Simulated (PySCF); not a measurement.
Dipole moment and polarisability of `C=[P@](C)(/C=C/C)CP`

C6H14P2.
SMILES with atom numbers: `[CH2:1]=[P@:2]([CH3:3])(/[CH:4]=[CH:5]/[CH3:6])[CH2:7][PH2:8]` (hydrogens: H9, H10 on C1; H11, H12, H13 on C3; H14 on C4; H15 on C5; H16, H17, H18 on C6; H19, H20 on C7; H21, H22 on P8)

Geometry (PBE0-D3(BJ)/def2-SVP, Å), atoms numbered from 1 in this order:
```xyz
22
C6H14P2 angstrom
C      1.3040    0.0096   -1.9358
P      0.5960   -0.1097   -0.4157
C      0.6180   -1.8233    0.1804
C     -1.1089    0.4655   -0.1005
C     -2.1751   -0.2822    0.2157
C     -3.5825    0.2089    0.2845
C      1.5692    0.8877    0.7611
P      3.3790    0.4360    0.6106
H      0.9492   -0.6811   -2.7065
H      1.5675    1.0160   -2.2764
H      0.1375   -1.9170    1.1641
H      0.0969   -2.4630   -0.5462
H      1.6679   -2.1403    0.2399
H     -1.2591    1.5260   -0.3491
H     -2.0337   -1.3477    0.4391
H     -4.2250   -0.3363   -0.4275
H     -3.6512    1.2824    0.0569
H     -4.0130    0.0376    1.2853
H      1.2184    0.6751    1.7836
H      1.3735    1.9520    0.5579
H      3.7123    1.3025   -0.4664
H      3.8265    1.3591    1.6134
```

Level: B3LYP/def2-SVPD (PySCF), static field, nuclei fixed, core orbitals frozen in the response. The polarisability tensor in these axes (au):

```
x   180.62   8.20  -6.40
y     8.20 113.31   0.38
z    -6.40   0.38 117.43
```

Diagonalise the tensor; give its mean and Δα, where Δα² is half the sum of the squared differences of the eigenvalues.

Principal values 112.05, 117.09 and 182.22 au; mean 137.12 au = 20.32 Å³ = 22.61 × 10⁻⁴⁰ C²·m²/J; Δα = 67.79 au (49 % of the mean).

What is the dipole moment, and where does it point?

(-2.79, 0.18, 2.35) D, 3.65 D in size, pointing from the negative to the positive side. Measured along this direction, the outermost atoms are H21 at the negative end and H18 at the positive end.

What depolarisation ratio follows for Rayleigh scattering of linearly polarised light, taking the static tensor?

ρ = 3Δα²/(45ᾱ² + 4Δα²) = 13786.8/(846091 + 18382.4) = 0.0159.

Find the Langevin capture rate constant for O2+ (31.990 u) meeting this molecule (148.057 u), k = 2.342 × 10⁻⁹ cm³/s × √(α in Å³ / reduced mass in u).

The reduced mass is 26.31 u, so k = 2.06 × 10⁻⁹ cm³/s. The formula leaves out the permanent dipole, which adds to the capture rate.

Sum over states: ᾱ = Σ f/ω², ω in Eh. What share falls to these 10 lowest TDDFT singlets (eV, f)? 3.46, 0.0809; 4.05, 0.0208; 4.55, 0.0011; 4.81, 0.0371; 5.02, 0.0115; 5.09, 0.0207; 5.34, 0.0077; 5.43, 0.0245; 5.57, 0.0227; 5.69, 0.0220.

They add up to 9.97 au, 7.3 % of the 137.12 au; the largest single term is 5.02 au, from the state at 3.46 eV. Terms in order: 5.02, 0.94, 0.04, 1.19, 0.34, 0.59, 0.20, 0.62, 0.54, 0.50 au. Higher excitations give the rest. The strengths listed sum to 0.249.

Refractivity n − 1 of an ideal gas of it at 298.15 K and 1 atm, from the electronic α?

N = p/kT = 2.4615 × 10¹⁹ cm⁻³, so n − 1 = 2π × N × 20.32 × 10⁻²⁴ cm³ = 3143 × 10⁻⁶ at long wavelengths, for an ideal gas.

Along which axes do the principal values lie, and how far do the nuclei extend along each?

Largest value along (0.99, 0.12, -0.10), where the nuclei span 8.04 Å; middle along (0.07, 0.24, 0.97), 4.87 Å; least along (-0.14, 0.96, -0.23), 4.07 Å. The response follows the extents in order.

One conformer (not necessarily the lowest) at the PBE0-D3(BJ)/def2-SVP geometry, without solvent, vibrations or thermal averaging.
